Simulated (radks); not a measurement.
Values are calculated unless marked as measured or tabulated.
These are the eigenvalues of the occupied orbitals of an atom or ion with whole-number occupations (eV). Level of theory: Dirac Kohn-Sham, BLYP, spin-unpolarised, spherical densities, finite nucleus; Fermi nuclear charge, rms radius of each element as measured or else 0.836 A^(1/3) + 0.57 fm (a radial shooting solver on a logarithmic mesh with Libxc functionals).

1s1/2: -63184.63
2s1/2: -10777.55
2p1/2: -10290.63
2p3/2: -9172.743
3s1/2: -2467.827
3p1/2: -2251.967
3p3/2: -2013.534
3d3/2: -1646.326
3d5/2: -1594.256
4s1/2: -517.8932
4p1/2: -429.9500
4p3/2: -375.7135
4d3/2: -230.9687
4d5/2: -221.0736
5s1/2: -94.0463
5p1/2: -69.1574
5p3/2: -61.7712
4f5/2: -43.8807
4f7/2: -42.3395
6p1/2: -21.6440

Which element is it, and in what charge state? The configuration may be excited. Open shells, if any, fill j = l - 1/2 first.

Answer. Z = 71, lutetium, charge +3: Lu3+ in [Kr] 4d10 4f14 5s2 5p5 6p1. The list shows which subshells hold electrons but not how many an open one holds; the 1s level, -2322 hartree, gives Z - s = 68.1 by -(Z - s)^2/2, which with screening and relativity narrows Z to a few neighbours, and the depths of the outer levels then fix element, charge and occupations together.
